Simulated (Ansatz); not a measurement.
Molecule: furan-2-ol, C4H4O2 (charge 0, singlet). 
Geometry from a B3LYP-D3(BJ)/def2-TZVP (Ansatz, an electronic-structure program) optimisation:
SMILES: c1cc(oc1)O
```xyz
10

O      1.9593     0.1086     0.4462
C      0.6429     0.1299     0.1908
C     -0.3044     1.0663     0.4409
C     -1.5269     0.5081    -0.0686
C     -1.2312    -0.7060    -0.5808
O      0.1208    -0.9543    -0.4251
H      2.3276    -0.7252     0.1277
H     -0.1542     2.0173     0.9191
H     -2.5010     0.9670    -0.0488
H     -1.7957    -1.4831    -1.0606
```

Computed values are from Ansatz. Valence correlation only, unless marked. UHF or UKS for open shells. Spin-orbit coupling is left out. No relativistic terms. CBS(X,Y): correlation extrapolated as X^-3; Hartree-Fock from the larger set.

Q: What is the total energy at CCSD(T)/CBS(aug-cc-pVTZ,aug-cc-pVQZ)?

A: -304.9090 Eh.

Q: What is the dipole moment at CCSD(T)/aug-cc-pVDZ?

A: 0.88 D.

Q: What is the atomisation energy De at CCSD(T)/CBS(aug-cc-pVTZ,aug-cc-pVQZ)?

A: 1094.3 kcal/mol.

Q: What is the T1 diagnostic at CCSD/aug-cc-pVQZ?

A: 0.013.
